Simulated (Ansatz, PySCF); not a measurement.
The pair A = NH3 (SMILES N) (first 4 atoms), B = HF (SMILES F); geometry from B3LYP-D3(BJ)/def2-TZVP.
(charge 0, multiplicity 1):
```xyz
6

N      0.0382     0.1766     0.3049
H     -0.2387    -0.7405    -0.0275
H     -0.6002     0.8572    -0.0915
H      0.9652     0.3718    -0.0566
F      0.0101     0.2759     2.9409
H      0.0204     0.2397     1.9794
```

Frozen-core correlation. CBS: X⁻³ extrapolation of the correlation energy, Hartree–Fock from the larger set. MP2 and its Hartree–Fock in aug-cc-pVQZ are density fitted.

Codes used: Ansatz (a first-principles code); PySCF for the dispersion terms. Each number belongs to the level named beside it.

The monomers are drawn apart, rigid, along the line of their centres of mass. Counterpoise-corrected interaction energies (kcal/mol):

| level | R = 3.324 Å | R = 3.995 Å |
|---|---|---|
| PBE/def2-TZVPPD | -8.8598 | -4.2963 |
| PBE-D3(BJ)/def2-TZVPPD | -9.1877 | -4.4750 |
| wB97M-V/def2-TZVPPD | -8.6247 | -4.2400 |
| MP2/CBS(aug-cc-pVTZ, aug-cc-pVQZ) + ΔCCSD(T)/aug-cc-pVTZ | -8.4460 | -4.1654 |

Question: R is the distance of the centres of mass. Find the local exponent m of E ∝ R⁻ᵐ between the two points.

Answer: 
m = ln(E₁/E₂)/ln(R₂/R₁): PBE/def2-TZVPPD 3.9; PBE-D3(BJ)/def2-TZVPPD 3.9; wB97M-V/def2-TZVPPD 3.9; MP2/CBS(aug-cc-pVTZ, aug-cc-pVQZ) + ΔCCSD(T)/aug-cc-pVTZ 3.8. For scale, two fixed dipoles give m = 3, dipole and quadrupole 4, quadrupoles 5, and dispersion or dipole-induced dipole 6 at long range; at these distances several terms mix, and what is left of overlap and damping shifts m, so it need not match one of them.
